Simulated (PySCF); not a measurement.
GeH2F2, SMILES [F][GeH2][F]. Coordinates come from a ωB97X-D3(BJ)/def2-TZVP optimisation.

Computed equilibrium geometry at ωB97X-D3(BJ)/def2-TZVP (PySCF confirms it by a frequency run) as a Z-matrix, and its point group:
point group C2v.
```
Ge
F 1 1.7285
F 1 1.7285 2 105.05
H 1 1.5237 2 107.95 3 -115.00
H 1 1.5237 4 119.13 2 123.46
```
